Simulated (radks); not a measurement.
Species: Ir3+. Configuration: [Xe] 4f14 5d6 (the NIST ground configuration). Method: scalar-relativistic Kohn-Sham, PW91, spin-polarised, spherical densities, finite nucleus; open shells are filled with parallel spins first (spin-orbit coupling, left out, can overturn this in heavy ions); Fermi nuclear charge, rms radius 5.4032 fm; computed with a radial shooting solver on a logarithmic mesh with Libxc functionals.

Normalised radial functions P(r) = r R(r), r in bohr:

| r | 5s down | 4f up |
|---|---|---|
| 0.001333 | 0.0933 | 0.0000 |
| 0.001778 | 0.1137 | 0.0000 |
| 0.002353 | 0.1359 | 0.0000 |
| 0.003138 | 0.1600 | 0.0000 |
| 0.004185 | 0.1832 | 0.0000 |
| 0.005538 | 0.2008 | 0.0000 |
| 0.007386 | 0.2076 | 0.0000 |
| 0.009851 | 0.1941 | 0.0001 |
| 0.01303 | 0.1512 | 0.0003 |
| 0.01739 | 0.0679 | 0.0008 |
| 0.02319 | -0.0549 | 0.0023 |
| 0.03068 | -0.1929 | 0.0062 |
| 0.04092 | -0.3034 | 0.0161 |
| 0.05458 | -0.3037 | 0.0399 |
| 0.07221 | -0.1357 | 0.0907 |
| 0.09631 | 0.1793 | 0.1953 |
| 0.1285 | 0.4399 | 0.3819 |
| 0.17 | 0.3665 | 0.6552 |
| 0.2267 | -0.1179 | 0.9953 |
| 0.2999 | -0.6078 | 1.2827 |
| 0.4001 | -0.5364 | 1.3970 |
| 0.5336 | 0.2102 | 1.2592 |
| 0.706 | 0.9858 | 0.9459 |
| 0.9416 | 1.2025 | 0.5771 |
| 1.256 | 0.8361 | 0.2800 |
| 1.662 | 0.3716 | 0.1066 |
| 2.216 | 0.0980 | 0.0281 |
| 2.956 | 0.0141 | 0.0047 |
| 3.911 | 0.0010 | 0.0005 |
| 5.217 | 0.0000 | 0.0000 |

5s down: eigenvalue -128.37 eV, 4 radial nodes at r = 0.0206, 0.0825, 0.214, 0.499 bohr, <r> = 0.972 bohr, 90 % of the charge inside 1.39 bohr. 4f up: eigenvalue -94.137 eV, 0 radial nodes, <r> = 0.536 bohr, 90 % of the charge inside 0.871 bohr.
